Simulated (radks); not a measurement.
Problem. The mean radii <r> (bohr) of the occupied orbitals of an atom or ion are listed with their occupations. Method: scalar-relativistic Kohn-Sham, SCAN, spin-polarised, spherical densities, finite nucleus; meta-GGA in the generalised Kohn-Sham scheme; Fermi nuclear charge, rms radius of each element as measured or else 0.836 A^(1/3) + 0.57 fm; computed with a radial shooting solver on a logarithmic mesh with Libxc functionals.

| orbital | occ. | <r> |
|---|---|---|
| 1s up | 1 | 0.09690 |
| 1s down | 1 | 0.09690 |
| 2s up | 1 | 0.4768 |
| 2s down | 1 | 0.4771 |
| 2p up | 3 | 0.4415 |
| 2p down | 3 | 0.4415 |
| 3s up | 1 | 1.669 |
| 3p up | 3 | 1.968 |
| 3p down | 2 | 2.152 |

Name the element and its charge. Open shells, if any, are filled with parallel spins first.

Solution. Z = 16, sulfur, charge 0: S in [Ne] 3s1 3p5. The 1s radius gives Z: for a bare nucleus <r> = (2 gamma + 1)/(2Z) with gamma = sqrt(1 - (Z/c)^2), 0.09332 bohr for Z = 16, and screening makes it slightly larger (0.09690 here). The occupations add up to 16, and the charge is Z minus that.
